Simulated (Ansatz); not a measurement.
**Molecular dynamics, step by step**

SiH₂Cl₃F, singlet, PBE0-D4/def2-SVP (Ansatz 0.2.0). Settings (timestep in fs, temperature in K, friction in 1/fs; T counts 21 degrees of freedom, while the starting velocities carry no drift of the centre of mass, so T starts below the set value):

```yaml
hamiltonian: {xc: pbe0, dispersion: d4}
md: {n_steps: 40, timestep: 0.5, temperature: 1500, ensemble: nvt_langevin, seed: 385, friction: 0.002, initial_velocities: maxwell_boltzmann}
```

Start, the saddle point found with PBE0-D4 in triple zeta (not stationary at another level):

Si1  (-0.352, 0.160, -0.345)
Cl2  (1.754, -0.810, 0.290)
Cl3  (-0.054, -0.545, -2.256)
Cl4  (0.192, 2.108, -0.211)
H5  (-1.815, 0.034, -0.298)
H6  (0.682, -0.647, 1.378)
F7  (-0.406, -0.302, 1.443)
(Å)

```tsv
step	time (fs)	potential energy less the start (meV)	kinetic energy (meV)	T (K)
0	0.00	0.0	1163.3	1286
2	1.00	27.7	1104.4	1221
4	2.00	100.1	1063.3	1175
6	3.00	204.1	1022.8	1130
8	4.00	309.7	915.5	1012
10	5.00	386.7	841.8	930
12	6.00	433.0	767.5	848
14	7.00	456.7	795.8	880
16	8.00	495.7	729.9	807
18	9.00	569.2	664.1	734
20	10.00	672.4	600.7	664
22	11.00	780.0	447.0	494
24	12.00	875.6	338.2	374
26	13.00	953.5	234.8	259
28	14.00	1009.5	190.0	210
30	15.00	1040.1	162.5	180
32	16.00	1048.4	157.8	174
34	17.00	1037.4	148.1	164
36	18.00	999.2	179.4	198
38	19.00	937.2	254.2	281
40	20.00	866.8	340.2	376
```

Step 4, positions (Å) and forces (eV/Å):

```json
{"atom": "Si1", "x": "-0.331", "y": "0.134", "z": "-0.337", "Fx": "-0.768", "Fy": "0.741", "Fz": "-0.869"}
{"atom": "Cl2", "x": "1.756", "y": "-0.813", "z": "0.288", "Fx": "-0.045", "Fy": "0.056", "Fz": "-0.135"}
{"atom": "Cl3", "x": "-0.060", "y": "-0.541", "z": "-2.240", "Fx": "0.152", "Fy": "-0.218", "Fz": "-0.676"}
{"atom": "Cl4", "x": "0.189", "y": "2.125", "z": "-0.219", "Fx": "-0.086", "Fy": "-0.317", "Fz": "0.051"}
{"atom": "H5", "x": "-1.831", "y": "-0.030", "z": "-0.300", "Fx": "0.518", "Fy": "0.105", "Fz": "0.029"}
{"atom": "H6", "x": "0.598", "y": "-0.591", "z": "1.332", "Fx": "0.755", "Fy": "-0.401", "Fz": "0.638"}
{"atom": "F7", "x": "-0.418", "y": "-0.291", "z": "1.424", "Fx": "-0.525", "Fy": "0.034", "Fz": "0.963"}
```

Step 32, positions (Å) and forces (eV/Å):

```csv
atom,x,y,z,Fx,Fy,Fz
Si1,-0.236,0.021,-0.311,-2.504,2.990,0.982
Cl2,1.750,-0.824,0.262,-0.385,-0.060,1.415
Cl3,-0.104,-0.523,-2.171,0.958,-0.831,-3.381
Cl4,0.169,2.217,-0.264,-0.336,-2.284,0.073
H5,-1.714,-0.354,-0.280,0.415,0.461,-0.110
H6,0.722,-0.638,1.519,-0.623,0.380,-0.978
F7,-0.501,-0.228,1.401,2.475,-0.656,1.999
```

Step 34, positions (Å) and forces (eV/Å):

```json
{"atom": "Si1", "x": "-0.233", "y": "0.019", "z": "-0.310", "Fx": "-2.736", "Fy": "2.987", "Fz": "0.976"}
{"atom": "Cl2", "x": "1.748", "y": "-0.825", "z": "0.262", "Fx": "-0.343", "Fy": "-0.090", "Fz": "1.373"}
{"atom": "Cl3", "x": "-0.105", "y": "-0.526", "z": "-2.173", "Fx": "0.956", "Fy": "-0.809", "Fz": "-3.320"}
{"atom": "Cl4", "x": "0.168", "y": "2.219", "z": "-0.266", "Fx": "-0.332", "Fy": "-2.318", "Fz": "0.074"}
{"atom": "H5", "x": "-1.723", "y": "-0.360", "z": "-0.282", "Fx": "0.594", "Fy": "0.490", "Fz": "-0.081"}
{"atom": "H6", "x": "0.719", "y": "-0.648", "z": "1.500", "Fx": "-0.599", "Fy": "0.395", "Fz": "-0.830"}
{"atom": "F7", "x": "-0.501", "y": "-0.226", "z": "1.409", "Fx": "2.461", "Fy": "-0.656", "Fz": "1.809"}
```

Last step (40):

```
7
angstrom
Si -0.2336 0.0195 -0.3091
Cl 1.7418 -0.8271 0.2644
Cl -0.1071 -0.5349 -2.1808
Cl 0.1645 2.2199 -0.2689
H -1.7094 -0.3371 -0.2796
H 0.6716 -0.6519 1.4000
F -0.4935 -0.2211 1.4360
```

Hardware: 4 CPU threads of an Intel Xeon Platinum 8259CL, shared host. Wall time about 66 s.
